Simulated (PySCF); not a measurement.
C2H5AlO2, singlet, geometry from GFN2-xTB (such geometries of metal compounds can be far from the true shape); MP2/cc-pVDZ run with PySCF.

Input for PySCF:
```python
from pyscf import gto, scf, mp

mol = gto.M(
    atom='''
Al    0.527530    0.167057    1.923345
H    -0.566365    0.329228    2.980206
H     2.019283    0.142157    2.261279
O     0.082201    0.018274    0.328576
C    -0.284486   -0.251465   -0.937257
C    -0.319256    0.969227   -1.815702
O    -0.546551   -1.363111   -1.287353
H    -0.618234    0.691686   -2.822009
H     0.667446    1.427805   -1.832307
H    -1.022773    1.689505   -1.402687
''',
    basis='cc-pvdz',
    charge=0,
    spin=0,
    verbose=4,
    max_memory=1800,
)

mf = scf.RHF(mol)
mf.kernel()

pt = mp.MP2(mf, frozen=9)
pt.kernel()
print('E(MP2) = %.10f' % pt.e_tot)
```

**Question.** What does PySCF print? Leave out banner, timings and long lists.

**Answer.** 
```
PySCF version 2.14.0

[INPUT] verbose = 4
[INPUT] num. atoms = 10
[INPUT] num. electrons = 46
[INPUT] charge = 0
[INPUT] spin (= nelec alpha-beta = 2S) = 0
[INPUT] symmetry False subgroup None
[INPUT] Mole.unit = angstrom
[INPUT] Symbol           X                Y                Z      unit          X                Y                Z       unit  Magmom
[INPUT]  1 Al     0.527530000000   0.167057000000   1.923345000000 AA    0.996887222492   0.315691977191   3.634595293052 Bohr   0.0
[INPUT]  2 H     -0.566365000000   0.329228000000   2.980206000000 AA   -1.070274736539   0.622150752538   5.631773134786 Bohr   0.0
[INPUT]  3 H      2.019283000000   0.142157000000   2.261279000000 AA    3.815891837990   0.268637796690   4.273198001230 Bohr   0.0
[INPUT]  4 O      0.082201000000   0.018274000000   0.328576000000 AA    0.155337377165   0.034532855200   0.620918651105 Bohr   0.0
[INPUT]  5 C     -0.284486000000  -0.251465000000  -0.937257000000 AA   -0.537600626273  -0.475199979914  -1.771159038331 Bohr   0.0
[INPUT]  6 C     -0.319256000000   0.969227000000  -1.815702000000 AA   -0.603306403624   1.831573582534  -3.431179503825 Bohr   0.0
[INPUT]  7 O     -0.546551000000  -1.363111000000  -1.287353000000 AA   -1.032831703107  -2.575906467382  -2.432744595637 Bohr   0.0
[INPUT]  8 H     -0.618234000000   0.691686000000  -2.822009000000 AA   -1.168292940894   1.307097104196  -5.332824131058 Bohr   0.0
[INPUT]  9 H      0.667446000000   1.427805000000  -1.832307000000 AA    1.261290142936   2.698160409285  -3.462558406123 Bohr   0.0
[INPUT] 10 H     -1.022773000000   1.689505000000  -1.402687000000 AA   -1.932760857600   3.192701736083  -2.650694268488 Bohr   0.0

nuclear repulsion = 207.059965266609
number of shells = 40
number of NR pGTOs = 180
number of NR cGTOs = 99
basis = cc-pvdz
ecp = {}

******** <class 'pyscf.scf.hf.RHF'> ********
method = RHF
initial guess = minao
damping factor = 0
level_shift factor = 0
DIIS = <class 'pyscf.scf.diis.CDIIS'>
diis_start_cycle = 1
diis_space = 8
diis_damp = 0
SCF conv_tol = 1e-09
SCF conv_tol_grad = None
SCF max_cycles = 50
direct_scf = True
direct_scf_tol = 1e-13
Set gradient conv threshold to 3.16228e-05
Initial guess from minao.
init E= -471.001779650749
  HOMO = -0.335463935234704  LUMO = 0.0140689522654975  gap/eV = 9.51127
cycle= 1 E= -470.19655075299  delta_E= 0.805  |g|= 0.84  |ddm|= 2.65
  HOMO = -0.335175501588715  LUMO = 0.0409580078146683  gap/eV = 10.23511
cycle= 2 E= -470.295282947743  delta_E= -0.0987  |g|= 0.588  |ddm|= 0.912
  HOMO = -0.432934053062038  LUMO = 0.0474129084654997  gap/eV = 13.07091
cycle= 3 E= -470.357199407907  delta_E= -0.0619  |g|= 0.063  |ddm|= 0.376
  HOMO = -0.43122138801798  LUMO = 0.0519405150700902  gap/eV = 13.14751
cycle= 4 E= -470.358863752884  delta_E= -0.00166  |g|= 0.0343  |ddm|= 0.0882
  HOMO = -0.43254406330375  LUMO = 0.0532821346201411  gap/eV = 13.22000
cycle= 5 E= -470.359160773867  delta_E= -0.000297  |g|= 0.00868  |ddm|= 0.0311
  HOMO = -0.432914216345524  LUMO = 0.052932755016418  gap/eV = 13.22057
cycle= 6 E= -470.359219362315  delta_E= -5.86e-05  |g|= 0.0039  |ddm|= 0.0186
  HOMO = -0.432735136776744  LUMO = 0.0530041632656011  gap/eV = 13.21764
cycle= 7 E= -470.359230434763  delta_E= -1.11e-05  |g|= 0.00106  |ddm|= 0.00954
  HOMO = -0.432696054176852  LUMO = 0.0530827191170826  gap/eV = 13.21871
cycle= 8 E= -470.35923109496  delta_E= -6.6e-07  |g|= 0.000268  |ddm|= 0.00219
  HOMO = -0.432678758817382  LUMO = 0.0530874733134534  gap/eV = 13.21837
cycle= 9 E= -470.359231130758  delta_E= -3.58e-08  |g|= 4.62e-05  |ddm|= 0.000482
  HOMO = -0.432680086644974  LUMO = 0.0530866410092927  gap/eV = 13.21839
cycle= 10 E= -470.35923113205  delta_E= -1.29e-09  |g|= 9.8e-06  |ddm|= 9.36e-05
  HOMO = -0.432680945989672  LUMO = 0.053085797862626  gap/eV = 13.21839
cycle= 11 E= -470.359231132108  delta_E= -5.76e-11  |g|= 1.55e-06  |ddm|= 2.16e-05
  HOMO = -0.43268088689739  LUMO = 0.0530858783927513  gap/eV = 13.21839
Extra cycle  E= -470.359231132105  delta_E= 2.5e-12  |g|= 6.52e-07  |ddm|= 2.35e-06
converged SCF energy = -470.359231132105

******** <class 'pyscf.mp.mp2.RMP2'> ********
nocc = 14, nmo = 90
frozen orbitals 9
E(RMP2) = -471.051960999574  E_corr = -0.692729867468404
E(SCS-RMP2) = -471.041452094357  E_corr = -0.682220962251524
E_corr(same-spin) = -0.171986398512186
E_corr(oppo-spin) = -0.520743468956219
E(MP2) = -471.0519609996
```
